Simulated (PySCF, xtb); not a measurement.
Al(H)(OMe)(OSiH3) (CH7AlO2Si), SMILES C[O][AlH][O][SiH3]. Other conformers were not sampled.

Harmonic wavenumbers (cm⁻¹) from GFN2-xTB (xtb) at its own minimum, in rising order: 13, 25, 71, 152, 158, 196, 217, 444, 474, 605, 609, 614, 728, 772, 773, 813, 1035, 1139, 1142, 1218, 1417, 1480, 1480, 2008, 2233, 2235, 2254, 2957, 2959, 2971.

### Question
What does PBE-D3(BJ)/def2-SVP (PySCF) give at its own minimum? (Estimate from the structure and the level; the computed values follow.)

### Answer
13, 25, 69, 82, 96, 157, 291, 464, 513, 641, 705, 712, 737, 916, 917, 967, 1093, 1140, 1147, 1207, 1421, 1425, 1431, 1972, 2144, 2160, 2160, 2910, 2986, 2996. Paired by order, the mean absolute difference is 52 cm⁻¹ and the zero-point energies are 47.4 and 47.9 kcal/mol.
